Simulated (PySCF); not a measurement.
PySCF 2.14 output of an unrestricted LDA calculation on a single atom or ion in aug-cc-pwCVTZ-DK with one added diffuse shell each of s, p, d, f, g type (11s10p8d5f4g, 152 functions), with the spin-free X2C one-electron Hamiltonian (Gaussian nucleus):

```
SCF conv_tol = 1e-09
number electrons alpha = 15  beta = 13
    P. A. M. Dirac.,  Math. Proc. Cambridge Philos. Soc. 26, 376 (1930)
    F. Bloch.,  Z. Phys. 57, 545 (1929)
    S. H. Vosko, L. Wilk, and M. Nusair.,  Can. J. Phys. 58, 1200 (1980)
cycle= 1 E= -1651.48969477461  delta_E= -0.0281  |g|= 0.317  |ddm|= 0.614
cycle= 2 E= -1651.43986189128  delta_E= 0.0498  |g|= 0.741  |ddm|= 0.413
cycle= 3 E= -1651.50497240988  delta_E= -0.0651  |g|= 0.0623  |ddm|= 0.23
cycle= 4 E= -1651.50560662144  delta_E= -0.000634  |g|= 0.00227  |ddm|= 0.0323
cycle= 5 E= -1651.50560725591  delta_E= -6.34e-07  |g|= 0.000186  |ddm|= 0.000764
cycle= 6 E= -1651.50560726101  delta_E= -5.09e-09  |g|= 6.4e-06  |ddm|= 0.000106
cycle= 7 E= -1651.50560726101  delta_E= -7.28e-12  |g|= 3.19e-06  |ddm|= 7.9e-06
converged SCF energy = -1651.50560726101  <S^2> = 2.0001617  2S+1 = 3.0001078
```

The run itself started from symmetry-adapted Hartree-Fock orbitals and held the occupation by maximum overlap, on a logarithmic radial grid, so the iterations belong to that start.

Q: Which element, charge and spin multiplicity is this?

A: Cu⁺ (copper, charge +1), multiplicity 3; the state was [Ar] 3d9 4s1, high-spin 3D determinant (an excited configuration).
